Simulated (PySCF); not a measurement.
Delta-SCF ions had no search for a lower state. Excitations are Tamm–Dancoff values on a coarser integration grid. The basis has no diffuse functions, so Rydberg states are missing or too high.

Cartesian coordinates (Å):
```xyz
5

F     -1.0984     1.4683    -0.3728
Ga    -0.5513    -0.1352     0.0136
F     -1.8171    -1.2994     0.2416
S      1.5394    -0.6441     0.1971
H      1.9274     0.6104    -0.0794
```
Charge 0, multiplicity 1.

Question: Estimate the dipole moment, S1 excitation (TDA), HOMO–LUMO gap, LUMO, HOMO, vertical ionisation energy (Delta-SCF), T1 excitation (TDA) and S1–T1 gap (TDA) that CAM-B3LYP-D3(BJ)/def2-TZVP (PySCF) returns for this input.

Answer: 
| Quantity | Result |
|---|---|
| dipole moment | 2.31 D |
| S1 excitation (TDA) | 5.56 eV |
| HOMO–LUMO gap | 9.25 eV |
| LUMO | -0.71 eV |
| HOMO | -9.97 eV |
| vertical ionisation energy (Delta-SCF) | 11.11 eV |
| T1 excitation (TDA) | 5.09 eV |
| S1–T1 gap (TDA) | 0.47 eV |
